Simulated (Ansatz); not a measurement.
Total energies of SiH2MeEt (C₃H₁₀Si) from Ansatz at PBE0-D4/def2-TZVPD, gas phase (1 Eh = 27.2114 eV = 2625.5 kJ/mol). The reference geometry is relaxed at PBE-D4/def2-SVP.

```xyz
14

Si   -0.484    0.573    0.531
H    -1.927    0.147    0.661
H     0.088    0.645    1.927
C    -0.389    2.276   -0.288
H    -0.822    2.249   -1.309
H     0.663    2.617   -0.371
H    -0.947    3.033    0.299
C     0.467   -0.734   -0.468
C     0.454   -2.139    0.149
H     1.512   -0.371   -0.590
H     0.035   -0.754   -1.493
H     1.018   -2.869   -0.468
H     0.910   -2.145    1.161
H    -0.579   -2.530    0.257
```

```csv
state,geometry,energy (Eh)
charge 0 singlet,reference,-409.62453
charge -1 doublet,reference,-409.57731
free Si atom (triplet),–,-289.24952
free H atom (doublet),–,-0.50104
free C atom (triplet),–,-37.80543
```

Q: Work out the vertical electron affinity, to the doublet.

A: E(charge 0 singlet) − E(charge -1 doublet) = -409.62453 − (-409.57731) = -0.04722 Eh = -1.28 eV; negative, so the extra electron isn't bound.

Q: What is the binding energy per atom against free atoms?

A: Atoms: 1 × (-289.24952) + 10 × (-0.50104) + 3 × (-37.80543) = -407.67621 Eh. Binding: -407.67621 − (-409.62453) = 1.94832 Eh = 53.02 eV, or 3.79 eV for each of 14 atoms (no zero-point energy, no counterpoise term).

At PBE0-D4/def2-TZVPD the highest occupied level of the charge -1 doublet lies above zero (up to 2.29 eV). By energy differences it is unbound by 1.28 eV (vertical, to the charge 0 singlet, at PBE0-D4/def2-TZVPD) and held by the finite basis.
